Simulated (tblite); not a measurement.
C2H6FO2Si2 (doublet state).
Atom-mapped SMILES: `[OH:1][SiH2:2][O:3]/[C:4]([SiH2:5])=[CH:6]/[F:7]` (hydrogens: H8 on O1; H9, H10 on Si2; H11, H12 on Si5; H13 on C6)
Bond orders are those of one Lewis drawing.

Computed with GFN2-xTB (tblite), gas phase: L-BFGS steps from a force-field or distance-geometry start until the largest atomic force falls under 0.01 eV/Å.

Step 43: E = -644.4185 eV
```
atom  x, y, z in Å  |  force x, y, z in eV/Å
O1     -1.8638   -0.3653    1.7943    0.083  -0.009   0.055
Si2    -1.2214   -1.3308    0.6565   -0.051  -0.007  -0.033
O3      0.1487   -0.7555    0.0065   -0.022  -0.038  -0.035
C4      0.5845    0.3178   -0.7033    0.049  -0.014   0.014
Si5     1.4470    1.6121    0.3351    0.141  -0.049   0.080
C6      0.4107    0.3735   -2.0245    0.019   0.016   0.035
F7      0.9076    1.4203   -2.7244   -0.048  -0.005   0.050
H8     -1.3699   -0.1398    2.5793   -0.064   0.054   0.011
H9     -0.6594   -2.5519    1.2207   -0.063   0.028  -0.072
H10    -2.3393   -1.3901   -0.2696    0.041  -0.032  -0.007
H11     1.1916    1.3593    1.7550    0.025   0.029  -0.067
H12     2.8559    1.7964    0.0041   -0.118   0.072  -0.032
H13    -0.0965   -0.3454   -2.6475    0.008  -0.046   0.003
```

Step 44: E = -644.4222 eV
```
atom  x, y, z in Å  |  force x, y, z in eV/Å
O1     -1.8580   -0.3548    1.7849    0.095  -0.013   0.095
Si2    -1.2223   -1.3321    0.6537   -0.061  -0.044  -0.026
O3      0.1576   -0.7686    0.0143   -0.034  -0.038  -0.052
C4      0.5813    0.3097   -0.6952    0.066  -0.034   0.004
Si5     1.4437    1.6071    0.3353    0.155  -0.002   0.124
C6      0.4033    0.3717   -2.0156    0.062  -0.010   0.019
F7      0.9030    1.4247   -2.7050   -0.069  -0.001   0.029
H8     -1.3617   -0.1403    2.5721   -0.086   0.059  -0.008
H9     -0.6778   -2.5614    1.2186   -0.063   0.046  -0.071
H10    -2.3341   -1.3834   -0.2796    0.033  -0.027  -0.011
H11     1.2036    1.3696    1.7620    0.030   0.020  -0.103
H12     2.8457    1.8088   -0.0152   -0.128   0.065  -0.024
H13    -0.0887   -0.3504   -2.6480   -0.002  -0.020   0.024
```

Task: Estimate the geometry and energy of step 45. (The exact step hangs on the optimiser's Hessian estimate; all steps are aligned on step 44, rigid shifts and turns removed.)

Result: E = -644.4279 eV, largest force 0.232 eV/Å
```
atom  x, y, z in Å  |  force x, y, z in eV/Å
O1     -1.8573   -0.3457    1.7764    0.083  -0.018   0.129
Si2    -1.2284   -1.3335    0.6511   -0.064  -0.044  -0.003
O3      0.1605   -0.7797    0.0243   -0.038  -0.050  -0.060
C4      0.5778    0.3014   -0.6834    0.077  -0.059  -0.036
Si5     1.4431    1.6009    0.3362    0.135   0.039   0.185
C6      0.4003    0.3691   -2.0043    0.115  -0.037   0.004
F7      0.9106    1.4273   -2.6794   -0.091   0.005   0.002
H8     -1.3682   -0.1497    2.5734   -0.094   0.063  -0.027
H9     -0.7017   -2.5688    1.2163   -0.047   0.027  -0.055
H10    -2.3326   -1.3790   -0.2886    0.006  -0.018  -0.033
H11     1.2395    1.3696    1.7715    0.040   0.013  -0.155
H12     2.8243    1.8438   -0.0606   -0.109   0.063  -0.014
H13    -0.0724   -0.3549   -2.6506   -0.012   0.018   0.063
```

The energy changes by -0.0056 eV. The first-order estimate −F·Δx gives -0.0074 eV and the mean of the old and new forces, exact on a quadratic surface, -0.0056 eV. The step makes an angle of 77° with the force vector and moves no atom by more than 0.061 Å.

What follows is the cost of the whole relaxation. Hardware: one thread of an Intel Xeon at 2.50 GHz, no GPU (shared host). Cost: 4.9 s.
